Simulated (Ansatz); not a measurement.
One change: `F[SiH](F)S` becomes `F[SiH2][SiH](F)S`.

Ansatz, PBE0-D4/def2-TZVP geometries, multiplicity 1. Each molecule was computed in one conformer, which needn't be the lowest.

```csv
property,`F[SiH](F)S`
HOMO–LUMO gap (PBE0/def2-TZVPP) / eV,8.21
HOMO–LUMO gap (ωB97M-V/def2-TZVPP) / eV,12.36
LUMO energy (PBE0/def2-TZVPP) / eV,-0.07
HOMO energy (PBE0/def2-TZVPP) / eV,-8.29
size of the dipole moment (ωB97M-V/def2-TZVPP) / D,0.76
HOMO–LUMO gap (PBE/def2-TZVPP) / eV,5.96
```

Q: What does the change do to each property? (An estimate is asked.)

A: The calculation gave: 
```tsv
property	`F[SiH2][SiH](F)S`	shift
HOMO–LUMO gap (PBE0/def2-TZVPP) / eV	6.83	-1.38
HOMO–LUMO gap (ωB97M-V/def2-TZVPP) / eV	10.73	-1.63
LUMO energy (PBE0/def2-TZVPP) / eV	-1.15	-1.08
HOMO energy (PBE0/def2-TZVPP) / eV	-7.98	0.31
size of the dipole moment (ωB97M-V/def2-TZVPP) / D	1.41	0.65
HOMO–LUMO gap (PBE/def2-TZVPP) / eV	4.79	-1.17
```

With PBE0 the HOMO rises by 0.31 eV and the LUMO falls by 1.08 eV, so the gap narrows by about 1.39 eV. PBE moves the HOMO by 0.22 eV and ωB97M-V by 0.41 eV. The zero-point energy changes by 46.4 kJ/mol with +9 modes. Dipoles are sizes alone; their direction can turn.
